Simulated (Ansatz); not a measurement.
F3STa, SMILES `[F][Ta]([F])([F])=[S]`, charge 0, multiplicity 1.

Task: Give a relaxed structure at PBE0-D4/def2-TZVP (Ansatz). (An estimate is asked.)

Result: Ansatz gave: 
```xyz
5

F     0.604    1.151   -1.362
Ta    0.039    0.058    0.029
F     1.500   -0.623    0.952
F    -1.073    0.998    1.182
S    -1.070   -1.584   -0.800
```
Point group C3v.
